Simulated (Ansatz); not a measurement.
C2H6BN can be A, `BC(C)=N`, or B, `BCN=C`.

Calculated with Ansatz (gas phase, PBE0-D4/def2-TZVP geometries, no zero-point term in ΔE). CCSD(T)/CBS is the MP2 limit (def2-TZVPP, def2-QZVPP) plus CCSD(T) − MP2 in def2-TZVPP, frozen cores. DFT in def2-TZVPP. B3LYP here is the variant with VWN-RPA as its local correlation; programs differ in this. One conformer a species, not always the lowest.

A:

```xyz
10

B    -0.733    1.135   -0.493
C    -0.203   -0.187    0.120
C     1.232   -0.535    0.321
N    -1.097   -1.090    0.285
H    -1.615    1.729    0.053
H    -0.348    1.491   -1.569
H     1.677    0.114    1.082
H     1.332   -1.576    0.633
H     1.797   -0.370   -0.602
H    -2.042   -0.710    0.169
```

B:

```xyz
10

B     0.170   -1.078   -1.300
C     0.322   -0.508    0.137
N     0.439    0.921    0.240
C    -0.424    1.542    0.912
H    -0.037   -2.251   -1.419
H     0.294   -0.391   -2.268
H    -0.429   -0.943    0.822
H     1.282   -0.962    0.450
H    -0.366    2.627    0.986
H    -1.250    1.044    1.441
```

Question: Which is lower in electronic energy at CCSD(T)/CBS, and by how much? (Best estimate.)

Answer: Ansatz gave: A, by 36.4 kJ/mol.

Question: Give E(B) − E(A) in kJ/mol with MP2/def2-TZVPP, HF/def2-TZVPP, PBE0-D4, CCSD(T)/def2-SVP, CCSD/def2-TZVPP, B2PLYP, B3LYP-D4. (Best estimate.)

Answer: Computed: MP2/def2-TZVPP 35.9, HF/def2-TZVPP 28.0, PBE0-D4 36.1, CCSD(T)/def2-SVP 30.5, CCSD/def2-TZVPP 33.1, B2PLYP 35.2, B3LYP-D4 34.8. None reverses the order clearly.

Question: Does the order hold for the free energy at 298.15 K (harmonic terms from PBE0-D4)? (An estimate is asked.)

Answer: Computed: Yes: G(B) − G(A) = +35.1 kJ/mol, for one conformer each.

Largest T1 diagnostic: 0.015.

From BLYP to BHLYP (50 % exact exchange), in def2-TZVPP and without D4, E(B) − E(A) moves by −5.1 kJ/mol. At CCSD(T), def2-SVP lies −5.9 kJ/mol from the extrapolated value and def2-TZVPP −1.3 kJ/mol.
